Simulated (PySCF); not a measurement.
C₃H₈OSi₂, SMILES O[SiH2]C#CC[SiH3].

Geometry optimised at B3LYP-D3(BJ)/def2-SVP. The structure was generated by enumeration, and PubChem lists no compound with its InChIKey, so it may never have been made. The values are those of a single conformer.

Two levels are set side by side: PBE/def2-TZVP (PySCF) and CAM-B3LYP/def2-TZVP (PySCF). Same geometry, gas phase. Differences are taken from unrounded values.

```json
[
 {"quantity": "orbital gap (eV)", "PBE": "5.16"},
 {"quantity": "highest occupied level (eV)", "PBE": "-6.47"},
 {"quantity": "lowest empty level (eV)", "PBE": "-1.31"},
 {"quantity": "dipole moment (D)", "PBE": "2.59"},
 {"quantity": "mean polarisability (bohr³)", "PBE": "96.9"}
]
```

### Question
These are the PBE values. What does CAM-B3LYP give? (Estimate from the structure and the level; the computed values follow.)

### Answer

```
quantity                     CAM-B3LYP  PBE minus CAM-B3LYP
---------------------------  ---------  -------------------
orbital gap (eV)                  9.53                -4.37
highest occupied level (eV)      -8.92                 2.45
lowest empty level (eV)           0.61                -1.92
dipole moment (D)                 2.66                -0.07
mean polarisability (bohr³)       90.9                  6.0
```

Without exact exchange PBE keeps part of each electron's self-repulsion, which lifts occupied levels and narrows the gap. PBE's more diffuse valence density responds more strongly to a field. Differences between two approximate levels are no errors against the true value.

Rough cost on one machine, each run with all the roots and properties that it gave: CAM-B3LYP against PBE within a factor of 2.
